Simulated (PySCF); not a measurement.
## C₆ coefficients of unlike pairs at PBE0

Calculated with PySCF 2.14 from the dipole response of each species, C₆(A,B) = (3/π) ∫ α_A(iu) α_B(iu) du, in atomic units, from isotropic polarisabilities. For ions this is the dispersion term alone; charge-induced terms of lower order in 1/R come first.

```csv
species,configuration,basis,relativity,α (bohr³),C₆ (like pair)
Se⁺,[Ar] 3d10 4s2 4p3 (4S),aug-cc-pwCVDZ-PP with ECP10MDF (6s5p4d1f),core potential,14.31,88.80
In²⁺,[Kr] 4d10 5s1 (2S),aug-cc-pVQZ-DK3 (9s8p6d3f2g),spin-free X2C,14.01,63.17
In⁺,[Kr] 4d10 5s2 (1S),aug-cc-pwCVDZ-PP with ECP28MDF (6s5p4d1f),core potential,24.40,158.7
Fe,[Ar] 3d6 4s2 (5D),"x2c-TZVPPall with one added diffuse shell each of s, p, d, f type (7s6p5d3f1g)",spin-free X2C,63.86,575.8
```

**Question.** Estimate C₆ for In⁺ with In²⁺.

**Answer.** The integral gives 99.46. The combination rule 2 C_A C_B / (C_A α_B/α_A + C_B α_A/α_B) gives 99.69 and the geometric mean 100.1.

No spin-orbit coupling is included.

The other pairs:

```json
{"pair": "Fe, Se⁺", "C₆": "201.8"}
{"pair": "In²⁺, Se⁺", "C₆": "74.23"}
{"pair": "In⁺, Se⁺", "C₆": "116.5"}
{"pair": "Fe, In²⁺", "C₆": "176.2"}
{"pair": "Fe, In⁺", "C₆": "289.5"}
```
